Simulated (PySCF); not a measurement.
Molecule: (CH3)3CCF2CH3 (CC(C)(C)C(C)(F)F, C6H12F2).

Geometry:
| atom | x (Å) | y (Å) | z (Å) |
| --- | --- | --- | --- |
| C1 | -1.727 | -0.906 | 0.934 |
| C2 | -0.580 | -0.317 | 0.107 |
| C3 | -0.889 | 1.143 | -0.230 |
| C4 | -0.400 | -1.131 | -1.175 |
| C5 | 0.705 | -0.394 | 0.955 |
| C6 | 1.983 | 0.120 | 0.342 |
| F7 | 0.495 | 0.289 | 2.120 |
| F8 | 0.908 | -1.695 | 1.320 |
| H9 | -1.526 | -1.953 | 1.200 |
| H10 | -1.874 | -0.339 | 1.864 |
| H11 | -2.663 | -0.870 | 0.356 |
| H12 | -0.126 | 1.586 | -0.887 |
| H13 | -1.853 | 1.207 | -0.756 |
| H14 | -0.958 | 1.753 | 0.682 |
| H15 | -0.107 | -2.167 | -0.947 |
| H16 | 0.360 | -0.694 | -1.840 |
| H17 | -1.348 | -1.161 | -1.734 |
| H18 | 2.787 | -0.004 | 1.080 |
| H19 | 1.897 | 1.185 | 0.091 |
| H20 | 2.241 | -0.447 | -0.561 |

Geometry PBE0-D3(BJ)/def2-SVP throughout; GIAO in PySCF, gas phase, one conformer, non-relativistic; equivalent atoms averaged; functional PBE0.

For orientation, STO-3G gives these absolute shieldings σ: C5 144.3, C2 201.2, C1/C3/C4 210.2, C6 217.9, F7/F8 409.3, H18/H19/H20 31.71, H9/H10/H11/H12/H13/H14/H15/H16/H17 31.83 ppm.

A run gave: C5 56.6, C2 146.7, C1/C3/C4 161.6, C6 167.4, F7/F8 296.8, H18/H19/H20 30.13, H9/H10/H11/H12/H13/H14/H15/H16/H17 30.50 ppm (absolute shieldings σ).

Which basis set was used in that run?
A. pcSseg-0
B. def2-TZVP
C. pcSseg-1
D. aug-cc-pVDZ
E. cc-pVDZ

## Answers

B. C1/C3/C4 tells them apart best: def2-TZVP gives 161.6, pcSseg-0 gives 165.6, aug-cc-pVDZ gives 171.3, cc-pVDZ gives 171.2, pcSseg-1 gives 159.1 ppm.
